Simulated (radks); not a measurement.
Q: The mean radii <r> (bohr) of the occupied orbitals of an atom or ion are listed with their occupations. All-electron calculation, scalar-relativistic Kohn-Sham, Wu-Cohen GGA, spin-polarised, spherical densities, point nucleus. Program: a radial shooting solver on a logarithmic mesh with Libxc functionals.

| orbital | occ. | <r> |
|---|---|---|
| 1s down | 1 | 0.02274 |
| 1s up | 1 | 0.02274 |
| 2s up | 1 | 0.09702 |
| 2s down | 1 | 0.09702 |
| 2p up | 3 | 0.08548 |
| 2p down | 3 | 0.08548 |
| 3s up | 1 | 0.2551 |
| 3s down | 1 | 0.2550 |
| 3p up | 3 | 0.2534 |
| 3p down | 3 | 0.2533 |
| 3d up | 5 | 0.2312 |
| 3d down | 5 | 0.2309 |
| 4s up | 1 | 0.5773 |
| 4s down | 1 | 0.5772 |
| 4p up | 3 | 0.6101 |
| 4p down | 3 | 0.6103 |
| 4d up | 5 | 0.6630 |
| 4d down | 5 | 0.6638 |
| 5s up | 1 | 1.337 |
| 5s down | 1 | 1.349 |
| 5p up | 3 | 1.513 |
| 5p down | 3 | 1.530 |
| 4f up | 4 | 0.8401 |

Name the element and its charge. Open shells, if any, are filled with parallel spins first.

A: Z = 62, samarium, charge +4: Sm4+ in [Xe] 4f4. The 1s radius gives Z: for a bare nucleus <r> = (2 gamma + 1)/(2Z) with gamma = sqrt(1 - (Z/c)^2), 0.02245 bohr for Z = 62, and screening makes it slightly larger (0.02274 here). The occupations add up to 58, and the charge is Z minus that.
